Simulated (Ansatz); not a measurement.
Input file for CH₇B₂GaO:

```yaml
crystal:
  periodic: [false, false, false]
  atoms:
    - {symbol: B, position_ang: [-0.934143, 0.979376, 0.899934]}
    - {symbol: B, position_ang: [0.015251, 0.311679, -0.127508]}
    - {symbol: Ga, position_ang: [-0.396597, -0.520152, 2.305688]}
    - {symbol: O, position_ang: [0.852981, -0.332303, -0.875609]}
    - {symbol: C, position_ang: [0.955401, -0.215134, -2.296452]}
    - {symbol: H, position_ang: [-0.763295, 2.078724, 1.335819]}
    - {symbol: H, position_ang: [-2.042041, 0.467085, 0.922701]}
    - {symbol: H, position_ang: [-0.328512, -2.060477, 1.946834]}
    - {symbol: H, position_ang: [-0.329797, -0.122751, 3.829178]}
    - {symbol: H, position_ang: [1.971756, 0.095171, -2.534621]}
    - {symbol: H, position_ang: [0.239926, 0.514193, -2.677648]}
    - {symbol: H, position_ang: [0.759080, -1.195431, -2.728315]}
basis:
  gaussian: {orbitals: def2-SVP}
correlation: {method: ccsd_t}
```

```sh
$ ansatz run in.yaml --threads 4 --pin off --events-out ev --progress --plain --max-ram 10444MiB
```

The program prints (abridged):

```
Functional definition: HF
1244 factors; integrals over basis functions are off by at most 1.4e-3 eV
mean field evaluation 1: about -56842.5541 eV, gradient 2.8e1 eV
mean field evaluation 2: about -56842.6394 eV, gradient 2.8e1 eV
mean field evaluation 4: about -56844.9864 eV, gradient 4.1e0 eV
mean field evaluation 8: about -56845.0373 eV, gradient 3.1e-1 eV
mean field evaluation 16: about -56844.8939 eV, gradient 4.1e0 eV
mean field -56845.03847571 eV, -2089.0166330312 hartree, gradient 6.7e-6 eV, S^2 0.000000; 0 other end points of the search recorded, 0 dependent functions left out
13 core orbitals not correlated: weight in the atoms' cores, before any rotation towards them, 1.000 or more for the frozen orbitals, at most 0.000 for the correlated occupied ones
reference -56845.03847571 eV, -2089.0166330312 hartree; 18, 18 occupied and 92, 92 virtual orbitals, 1244 factors
second order -19.61137362 eV of doubles, -0.00000000 eV of singles
cycle   1  -19.95589244 eV  change   -3.4e-1 eV  update   1.2e-1
cycle   2  -20.63084781 eV  change   -6.7e-1 eV  update   3.7e-2
cycle   3  -20.76835857 eV  change   -1.4e-1 eV  update   1.9e-2
cycle   4  -20.75825098 eV  change    1.0e-2 eV  update   4.5e-3
cycle   5  -20.75727014 eV  change    9.8e-4 eV  update   1.8e-3
cycle   6  -20.75697721 eV  change    2.9e-4 eV  update   5.6e-4
cycle   7  -20.75666885 eV  change    3.1e-4 eV  update   2.1e-4
cycle   8  -20.75666671 eV  change    2.1e-6 eV  update   7.9e-5
cycle   9  -20.75670026 eV  change   -3.4e-5 eV  update   3.4e-5
perturbative correction -0.67990017 eV, -0.0249858705 hartree
Total energy: -56866.47507614 eV, -2089.8044135669 hartree
```

It took 13 s on 4 threads of an Arm Neoverse V1 on a shared host, with 0.73 GiB of host memory at the peak.

The correlation energy is -21.437 eV, 3.2 % of it from (T); the T1 diagnostic reads 0.0136.
